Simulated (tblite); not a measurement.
Species: C₇H₆F₂O.
Atom-mapped SMILES: `[F:1][CH:2]([F:3])[O:4][C:5]1=[CH:6][C@@H:7]2[CH:8]=[CH:9][C@H:10]12` (hydrogens: H11 on C2; H12 on C6; H13 on C7; H14 on C8; H15 on C9; H16 on C10)

Computed with GFN2-xTB (tblite), gas phase: nudged elastic band of 9 images (0 to 8), spring 0.2 eV/Å², climbing image at the end, force threshold 0.05 eV/Å. The top image wasn't refined or checked by frequencies; at this threshold it can lie a kcal/mol or more above the true saddle point of the method.

The band describes a rotation about C5–O4 (vinylic carbon bearing oxygen, ether oxygen), followed by the dihedral C10–C5–O4–C2, from the optimised start (1°) to a second optimised geometry at 180°.

Problem. Give the energy profile along the converged band.

Solution. 
```tsv
image	dihedral (°)	E (kJ/mol)	C5–O4 (Å)	C10···C2 (Å)	largest true force (eV/Å)
0	1	0.00	1.372	2.95	0.01
1	23	2.02	1.373	3.01	0.05
2	46	6.52	1.375	3.11	0.05
3	69	11.22	1.380	3.24	0.04
4	92	14.03	1.383	3.39	0.04
5	115	12.01	1.380	3.54	0.04
6	138	5.72	1.375	3.65	0.06
7	159	-0.30	1.371	3.72	0.05
8	180	-2.42	1.370	3.75	0.01
```

Barriers of this band. The top is image 4 at 92°: 14.03 kJ/mol forward and 16.45 kJ/mol back; the end lies 2.42 kJ/mol below the start. The central bond is 0.011 Å longer at the top than at the start.

Problem. What rate follows at 350 K for crossing this barrier forward?

Solution. Taking the electronic barrier for the free energy of activation (no zero-point or entropy terms, transmission 1), rate = (kT/h)·exp(−ΔE/kT) ≈ 6 × 10^10 s⁻¹, whose inverse is 2 × 10^-11 s. An error of 1 kcal/mol in the barrier changes this by a factor of 4, and the method and the loose band can each miss by that much or more.

Problem. How would the two end points share their population at 350 K, from these energies alone?

Solution. exp(−ΔE/kT) with ΔE = 0.025 eV gives 0.44 for the higher one (start) against 1 for the lower, without vibrational, rotational or degeneracy terms. GFN2-xTB can put conformers this close in the wrong order.

Problem. How long is the path, and how are the images spaced?

Solution. Cartesian distances between aligned neighbours (all atoms, Å): 0.88, 0.89, 0.89, 0.89, 0.87, 0.86, 0.85, 0.83; the sum is 6.97 Å, and the top lies 51 % of the way along.

What follows is the cost of the whole band run. Rough CPU time on one thread of a shared machine: about 13 s.
